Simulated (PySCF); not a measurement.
# Krypton: highly charged ions in a basis for the neutral atom

Kr⁸⁺ [Ar] 3d10, Kr⁹⁺ [Ar] 3d9. Computed with PySCF 2.14 in jorge-DZP-DKH (8s6p2d1f, 43 functions), with the spin-free X2C one-electron Hamiltonian (Gaussian nucleus). No spin-orbit coupling, so a gap to NIST mixes the basis error with missing relativistic terms.

Changed run: basis of the neutral atom used for a highly charged ion. This setting is unsound on purpose.

```
species  method  sound run (hartree)  changed run (hartree)  converged
   Kr⁸⁺     UHF              not run            -2769.89845        yes
   Kr⁸⁺  r2SCAN              not run            -2771.35765        yes
   Kr⁸⁺    PBE0              not run            -2771.08780        yes
   Kr⁹⁺     UHF              not run            -2761.37561        yes
   Kr⁹⁺  r2SCAN              not run            -2762.78031        yes
   Kr⁹⁺    PBE0              not run            -2762.50892        yes
```

Ionisation energy of Kr⁸⁺:

```tsv
method	changed run (eV)	NIST (eV)
UHF	231.92	233 ± 0.7
r2SCAN	233.40	233 ± 0.7
PBE0	233.44	233 ± 0.7
```

The contracted functions were made for the neutral atom and can be too rigid for a highly charged ion.
